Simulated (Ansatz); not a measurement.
Isolated molecules relaxed with PBE0-D4/def2-TZVP in Ansatz; ΔE leaves out vibrations. CBS: MP2 limit from def2 TZ/QZ plus the TZ coupled-cluster correction, frozen cores. def2 core potentials past Kr. For Ge, In outer-core shells are correlated without core-valence functions, which leaves a few kJ/mol of doubt a bond. Scalar relativity is left out up to krypton. Each species was taken in one conformer, which may not be the lowest.

Reaction (cleavage of the Ge–Ge bond): `[OH][Ge]([OH])([SiH3])[GeH3]` + `C[NH][InH2]` → `C[N]([GeH3])[InH2]` + `[OH][GeH]([OH])[SiH3]`

```tsv
species	CCSD(T)/CBS(def2) energy (Eh)
`[OH][Ge]([OH])([SiH3])[GeH3]`	-4596.51779
`C[NH][InH2]`	-286.14916
`C[N]([GeH3])[InH2]`	-2363.46641
`[OH][GeH]([OH])[SiH3]`	-2519.19290
```

Task: Work out ΔE.

Result: ΔE = (-2363.46641) + (-2519.19290) − (-4596.51779) − (-286.14916) = 0.00764 Eh = +4.8 kcal/mol.

Largest T1 diagnostic among the species: 0.016.

From PBE to PBE0 (25 % exact exchange), in def2-TZVPP and without D4, ΔE moves by −0.9 kcal/mol.
